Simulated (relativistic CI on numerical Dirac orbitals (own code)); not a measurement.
Hyperfine structure of Yb³⁰⁺, mass number 171

Computed by Dirac-Coulomb-Breit CI, KLI orbitals optimised for each configuration, model QED (radiative potential, 1s self-energy scaled to tabulated hydrogen-like ionisation energies), unscaled Slater integrals (own radial code, finite nucleus).

Configuration list (outside the closed core [Ar] 3d10): 4s²4p⁶4d⁴, 4s²4p⁵4d⁵, 4s²4p⁶4d³4f, 4s4p⁶4d⁵, 4s4p⁶4d⁴4f, 4s²4p⁶4d³5s, 4s²4p⁶4d³5d, 4s²4p⁶4d³5g, 4p⁶4d⁶, 4p⁵4d⁷, 4s²4p⁶4d²5s², 4s²4p⁶4d4f5s², 4s4p⁶4d²4f5s², 4s²4p⁶4d5s²5d. Double excitations out of closed p, d and f shells are left out; levels of such configurations are missing from the list, as are those of other unlisted configurations, and high levels can miss mixing partners.

Nuclear spin I = 1/2, μ = 0.4923 μN (tables of Stone and Pyykkö). The electronic factors are computed for point nuclear moments, without core polarisation or the Bohr-Weisskopf and QED corrections.

| Level | E (cm⁻¹) | A (MHz) |
| --- | --- | --- |
| 4s²4p⁶4d⁴ ⁵D1 | 78075.4 | -751.7 |
| 4s²4p⁶4d⁴ ⁵D2 | 113815.5 | 6632 |
| 4s²4p⁶4d⁴ ³H5 | 215078.3 | 11060 |
| 4s²4p⁶4d⁴ ³H6 | 225721.8 | 11660 |
| 4s²4p⁶4d⁴ ³G4 | 237831.1 | 12630 |

Levels with J = 0, under 50 % of one LS term, or S terms without an open s electron are left out. Small factors come from cancelling terms and can be off by tens of per cent or more.

At this charge energies of transitions that change n are usually good to better than 1 %, and those within a shell (Δn = 0) to a few per cent. Terms inside the open d or f shell come out 10 to 20 % too wide with unscaled integrals.

**Question.** Give the hyperfine levels of 4s²4p⁶4d⁴ ⁵D2 relative to its centre of gravity.

**Answer.** With K = F(F + 1) − I(I + 1) − J(J + 1), E = AK/2: F = 3/2: -9948, F = 5/2: 6632 MHz.

LS names give the leading component of a level, which can be under half, so a name can repeat, a term be missing and a line seem to break the LS rules.
